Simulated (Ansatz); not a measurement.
Ansatz results at the PBE0-D4/def2-TZVP geometry: HOMO energy (B3LYP/def2-TZVPP) -6.68 eV; HOMO–LUMO gap (ωB97M-V/def2-TZVPP) 9.13 eV; HOMO–LUMO gap (PBE0/def2-TZVPP) 5.09 eV.

Each molecule was computed in one conformer, which needn't be the lowest.

(1) Which molecule gave them?
A. `[F][GeH2][AlH2]`
B. `B[As]1C[SiH2]N1`
C. `Cc1ccc[nH]1`
D. `C=CC=CC=N`

Results:

(1) D. The others give `B[As]1C[SiH2]N1`: -6.05, 8.12, 4.13; `Cc1ccc[nH]1`: -5.61, 10.32, 6.89; `[F][GeH2][AlH2]`: -7.61, 9.09, 5.43.

B3LYP here is the variant with VWN-RPA as its local correlation; programs differ in this.
